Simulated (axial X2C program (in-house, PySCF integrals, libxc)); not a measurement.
# InBr⁺: a run with one poor setting

Computed with an in-house relativistic program for diatomic molecules. Two-component (2c) means X2C with spin–orbit coupling and atomic mean-field two-electron Coulomb and Gaunt terms. Basis: In dyall-v3z [11s12p9d1f], Br dyall-v3z [8s9p6d1f] (cores contracted in-house); Gaussian nuclei, density fitting, unrestricted open shells. Masses: In 114.904 u, Br 78.918 u.

One setting of this run was spoiled on purpose, so its numbers are not properties of InBr⁺. Level: PBE0, with spin–orbit coupling; state Ω = 1/2 (⟨Sz⟩ = 0.49, ⟨Lz⟩ = 0.01 at PBE0).

```
R (Å)  E − E(lowest point) (eV)  SCF iterations
2.147                    0.7996              11
2.246                    0.3198              11
2.320                    0.1239              11
2.394                    0.0261              12
2.468                    0.0000               2
2.554                    0.0325              13
2.641                    0.1068              13
2.752                    0.2242              13
2.888                    0.3430              13
3.085                    0.3964              15
```

Fit: Re 2.464 Å, ωe 233.8 cm⁻¹, residual 1.7 microhartree, De 0.56 eV.

Output at the reference distance:

```
two-component X2C + atomic mean field  PBE0
basis functions 171  fitting functions 1031  grid points 392
iter        total energy     max residual
   1      -8483.123001532     1.31e-05
   2      -8483.123001534     1.92e-05
converged
one-electron -12422.66705882  Coulomb 3829.45454855  exact exchange -62.36590831  xc functional -190.99794775  nuclear repulsion 367.72241359  atomic mean-field constant -4.26904879
```

**Question.** Which setting was spoiled?
A. too few iterations allowed
B. an excited determinant was followed
C. virtual space cut too low
D. density fitting set too sparse
E. integration grid too coarse

**Answer.** E. Integration grid too coarse: 20 radial and 10 angular points an atom against the usual 100 and 30 (atoms up to Ar take three quarters of the radial points).
